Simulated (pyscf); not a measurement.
H₂N–Ti(NH₂)(Cl)–Cl (SMILES [NH2][Ti]([NH2])([Cl])[Cl]), singlet

Gas-phase minimum from PySCF at ωB97X-D3(BJ)/def2-SVP, one conformer. 

SMILES: [NH2][Ti]([Cl])([Cl])[NH2]
```xyz
9

N     -1.5016     0.3600    -0.0202
Ti     0.0038    -0.6023     0.4060
N     -0.3789    -1.4355     1.9891
Cl     0.3672    -2.1238    -1.1470
Cl     1.6949     0.7834     0.6883
H     -2.3670     0.4066     0.5105
H     -1.5529     0.9326    -0.8620
H     -0.7059    -2.3978     2.0592
H     -0.1374    -1.0564     2.9034
```
Charge 0, spin multiplicity 1.

Bonded distances (Å): N1–Ti2 1.837, N1–H6 1.016, N1–H7 1.019, Ti2–N3 1.829, Ti2–Cl4 2.204, Ti2–Cl5 2.204, N3–H8 1.019, N3–H9 1.019. Bond angles (°): Ti2–N1–H6 126.9, Ti2–N1–H7 121.8, H6–N1–H7 111.3, N1–Ti2–N3 105.5, N1–Ti2–Cl4 109.5, N1–Ti2–Cl5 109.2, N3–Ti2–Cl4 109.3, N3–Ti2–Cl5 109.6, Cl4–Ti2–Cl5 113.4, Ti2–N3–H8 123.8, Ti2–N3–H9 123.9, H8–N3–H9 111.5.

Properties at ωB97X-D3(BJ)/def2-SVP:

```json
{
  "harmonic_wavenumbers_unscaled": "109, 113, 154, 171, 206, 208, 339, 413, 436, 463, 472, 553, 559, 772, 782, 1478, 1494, 3570, 3576, 3678, 3691 cm⁻¹",
  "zero_point_energy": "33.2 kcal/mol",
  "rotational_symmetry_number": "1",
  "Entropy of this conformer at 298 K and 1 atm, rigid rotor and harmonic oscillator, modes under 100 cm⁻¹ raised to 100": "381.4 J/(mol K)",
  "dipole_moment": "3.90 D"
}
```

Single-point totals, which compare only within one level:

```csv
level,total energy (hartree)
ωB97X-D3(BJ)/def2-TZVP,-1882.09286
PBE/def2-TZVP,-1881.35270
r²SCAN/def2-TZVP,-1881.93136
B3LYP-D3(BJ)/def2-TZVP,-1882.13567
PBE0-D3(BJ)/def2-TZVP,-1881.43960
M06-2X/def2-TZVP,-1881.93598
ωB97M-D3(BJ)/def2-TZVP,-1882.21807
```

Soft torsions are taken as harmonic, which can shift the entropy by several J/(mol K).
